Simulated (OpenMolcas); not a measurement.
P: thermal populations, Slater's ratio, worked from levels

```
Program             : OpenMolcas 26.06
Basis               : ANO-RCC [8s7p5d4f2g]
Scalar Hamiltonian  : DKH2, point nucleus
Active space        : 5 electrons in 9 orbitals (RAS2 3s 3p; RAS3 3d, at most 2 electrons)
State averaging     : 2S+1 = 4 odd, 1 root; 2S+1 = 2 odd, 8 roots; 2S+1 = 2 even, 8 roots
Spin-orbit coupling : state interaction with AMFI integrals over the reference wave functions, term energies averaged over their components
```

Methods: RASSCF; SS-RASPT2, IPEA 0.25 Eh, imaginary shift 0.1 Eh (closed shells correlated: 2s 2p). Measured levels: NIST Handbook of Basic Atomic Spectroscopic Data.

**Thermal populations.** Z = Σ (2J + 1) exp(-E/kT) with k = 0.695035 cm-1/K, over the levels below. No other level of either list lies under 55900 cm-1, which is above 7 kT at each temperature.

```json
{"Level": "3s² 3p³ ⁴S°_3/2", "2J + 1": "4", "SS-RASPT2": "0.0", "measured": "0.0"}
{"Level": "3s² 3p³ ²D°_3/2", "2J + 1": "4", "SS-RASPT2": "11300", "measured": "11361"}
{"Level": "3s² 3p³ ²D°_5/2", "2J + 1": "6", "SS-RASPT2": "11310", "measured": "11377"}
{"Level": "3s² 3p³ ²P°_1/2", "2J + 1": "2", "SS-RASPT2": "19020", "measured": "18723"}
{"Level": "3s² 3p³ ²P°_3/2", "2J + 1": "4", "SS-RASPT2": "19030", "measured": "18748"}
```

```json
{"T (K)": "5000", "Z, SS-RASPT2": "4.412", "Z, measured levels": "4.407", "Ground level (%), SS-RASPT2": "90.7", "Ground level (%), measured levels": "90.8"}
{"T (K)": "8000", "Z, SS-RASPT2": "5.505", "Z, measured levels": "5.500", "Ground level (%), SS-RASPT2": "72.7", "Ground level (%), measured levels": "72.7"}
```

At 8000 K, kT = 5560 cm-1, and the computed levels give Z = 4.000 + 0.524 + 0.785 + 0.065 + 0.131 = 5.505.

**Slater's ratio.** With one set of orbitals, p3 has ²D° - ⁴S° = 9 F2 and ²P° - ²D° = 6 F2 (F2 = F²/25), a ratio of 2/3. Term energies are centres of gravity, weighted by 2J + 1.

```json
{"Source": "RASSCF", "²D° - ⁴S°": "14579", "²P° - ⁴S°": "22680", "F2 from the first": "1620", "Ratio": "0.556"}
{"Source": "SS-RASPT2", "²D° - ⁴S°": "11308", "²P° - ⁴S°": "19024", "F2 from the first": "1256", "Ratio": "0.682"}
{"Source": "measured", "²D° - ⁴S°": "11370", "²P° - ⁴S°": "18740", "F2 from the first": "1263", "Ratio": "0.648"}
```

Energies in cm-1. A ratio away from 2/3 shows effects beyond one configuration with one set of orbitals, and in heavier atoms second-order spin-orbit shifts.

Over all roots computed the reference weight is 0.93 to 0.98 in SS-RASPT2; the roots of lowest weight are the least certain, and an intruder state may touch them. The run also gave levels led by 3s² 3p² 3d, which use shells meant for correlation; these and all levels above them are left out. Without dynamic correlation excited terms often stand tens of per cent too high (terms of higher spin than the ground term too low), and those without a measured partner can miss by more than the paired ones (holds for RASSCF). Measured partners are found by configuration, term and J. A level has none where our copy of the source lacks it or the pairing is in doubt (some pairs that miss far off the trend of their configuration count as doubtful), and it then counts in no deviation. Levels of configurations outside the active space are missing.

° marks odd parity.
